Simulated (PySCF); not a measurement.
HOSi, SMILES O=[SiH] (connectivity only; charge and spin as stated), charge +1, multiplicity 1.

The structure is a stationary point at PBE0-D3(BJ)/def2-TZVPD. The spin state was assumed, not searched. The isomer is the one that the SMILES or the coordinates give; other isomers of the formula were not compared.

Two levels are set side by side: TDDFT-PBE/def2-TZVPD (PySCF) and EOM-CCSD/aug-cc-pVDZ (PySCF). Vertical, same geometry; the bases differ. Differences are taken from unrounded values.

```csv
quantity,TDDFT-PBE
lowest singlet excitation (eV),5.11
lowest triplet excitation (TDA for PBE) (eV),4.34
```

**Question.** These are the TDDFT-PBE values. What does EOM-CCSD give? (The exact figures need the calculation; the answer reports its results.)

**Answer.** 
| quantity | EOM-CCSD | TDDFT-PBE minus EOM-CCSD |
|---|---|---|
| lowest singlet excitation (eV) | 5.72 | -0.62 |
| lowest triplet excitation (TDA for PBE) (eV) | 4.69 | -0.35 |

Functionals without exact exchange tend to place singlet excitations lower, as here. Differences between two approximate levels are no errors against the true value.

Rough cost on one machine, each run with all the roots and properties that it gave: EOM-CCSD against TDDFT-PBE about 2 times.
